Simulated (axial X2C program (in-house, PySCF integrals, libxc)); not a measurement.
## Bond lengths and stretching modes, held linear, of HSbH⁻

Computed with an axial X2C code built on PySCF integrals: two-component X2C with atomic mean-field Coulomb and Gaunt terms, Gaussian nuclei, basis H dyall-v3z, Sb dyall-v3z with contracted cores. Spin-free rows use the one-electron spin-free X2C Hamiltonian.

Masses H 1.008, Sb 120.904, H 1.008 u. States: 2c Ω = 2 (beyond evenly filled blocks: ω = 1/2, ω = 3/2); spin-free M_S = 1, Λ = 1 (beyond evenly filled blocks: σα, π+α, π+β, π-α).

B3LYP, spin-free: energies above the lowest point

```
r(H–Sb) (Å)  r(Sb–H) (Å)  E (meV)
     1.8291       1.8291    26.37
     1.8291       1.8760    10.68
     1.8291       1.9229     6.16
     1.8760       1.8291    10.68
     1.8760       1.8760     0.00
     1.8760       1.9229     0.40
     1.8760       1.9698     9.10
     1.9229       1.8291     6.16
     1.9229       1.8760     0.40
     1.9229       1.9229     5.69
     1.9698       1.8760     9.10
     1.9698       1.9698    37.43
```

Q: Fit a quadratic surface with cubic terms in each bond: where is the minimum, and what are the two stretching wavenumbers?

A: At B3LYP, spin-free: bonds 1.890 and 1.890 Å; harmonic stretches 816.0 and 1359.8 cm⁻¹; force constants 0.743, 0.743 and coupling 0.35 mdyn/Å.

The other levels and Hamiltonians give:

```
Hamiltonian  level  r(H–Sb) (Å)  r(Sb–H) (Å)  lower stretch (cm⁻¹)  upper stretch (cm⁻¹)
         2c   PBE0        1.877        1.877                 866.2                1403.2
         2c  B3LYP        1.894        1.894                 810.1                1346.8
  spin-free   PBE0        1.874        1.874                 869.1                1414.8
```

Each state is one determinant, the lowest of a limited PBE0 search; the stretches come from a fit to these few points and carry an uncertainty of a few per cent. Other orders of the atoms were not compared. Left out for rough or failed fits: HF 2c, MP2 2c, HF spin-free, MP2 spin-free. For an anion the highest level of a functional can be positive, and the basis then holds the extra electron. The molecule was held linear; bending was not examined, so a bent shape may lie lower. Open-shell Ω = 0 determinants with evenly filled partner blocks cannot be reached by this program, so the Ω shown need not be the lowest component. Note: functional without a current term on a determinant with orbital currents, of the molecule or an atom. Note: several unpaired electrons, one determinant need not be a pure state.
